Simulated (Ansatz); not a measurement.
Molecule: COW (charge 0, quintet). SMILES: [O+]#[C-]->[W]
Geometry: optimised at B3LYP-D3(BJ)/def2-TZVP (Ansatz, a quantum-chemistry and plane-wave program).

Property: size of the dipole moment, in D. Terms: def2 sets with scalar-relativistic core potentials past Kr; dispersion terms only where a functional's name holds one; spin-orbit terms left out; LANL2DZ with its own core potentials from Na on; 6-31G* and kin with 6d, 5d where marked; UHF or UKS for open shells. Ab initio and DFT rows: single points at B3LYP-D3(BJ) geometries (Ansatz). The spin state of an ion or metal species was assumed, not searched.

```tsv
level	program	size of the dipole moment (D)
SVWN5/6-31G* with LANL2DZ past Ar	Ansatz	3.37
PBE/LANL2DZ	Ansatz	3.81
PBE/def2-SVP	Ansatz	3.49
PBE/6-31G* with LANL2DZ past Ar	Ansatz	3.38
BLYP/6-31G* with LANL2DZ past Ar	Ansatz	2.98
B3LYP/LANL2DZ	Ansatz	4.06
B3LYP/def2-SVP	Ansatz	3.70
B3LYP/6-31G* with LANL2DZ past Ar	Ansatz	3.58
PBE0/6-31G* with LANL2DZ past Ar	Ansatz	3.79
```

No value to compare with is used here. The 9 habitual levels span 2.98 (BLYP/6-31G* with LANL2DZ past Ar) to 4.06 D (B3LYP/LANL2DZ).

The levels are drawn from those run, B3LYP/6-31G* more often than the rest, none by its result; left out are runs that failed, that the program found above a lower state of the same kind, or whose <S^2> lies over 0.5 above the pure value.
